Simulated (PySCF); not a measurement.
**A small calculation by hand: dipole moment from atomic charges**

BeBrHSe, SMILES [SeH][Be][Br]. Atoms are numbered in the order given.

```xyz
4

Be     0.0018     0.0347     0.0000
Br     0.0003     1.9948     0.0000
Se    -0.0426    -1.9976     0.0000
H      1.4311    -2.0360     0.0000
```

The structure is a stationary point at B3LYP-D3(BJ)/def2-TZVP. Other conformers were not sampled.

Charges (e) from PySCF with M06-2X/def2-TZVPD:

```tsv
atom	IAO	ESP fit
Be1	1.399	0.356
Br2	-0.738	-0.203
Se3	-0.723	-0.264
H4	0.062	0.110
```

The dipole moment of the full density is 0.62 D.

Problem. What dipole moment does each set of point charges give, and which comes closer to that of the density?

Solution. 
μ = Σ q r, and 1 e Å = 4.8032 D.
IAO: Σ q r = (0.122, -0.106, 0.000) e Å, |μ| = 0.77 D.
ESP fit: Σ q r = (0.169, -0.089, 0.000) e Å, |μ| = 0.92 D.
IAO comes closer in size. Point charges leave out the atoms' own dipoles (lone pairs, polarised bonds); fits to the potential absorb them, partitions of the density don't.
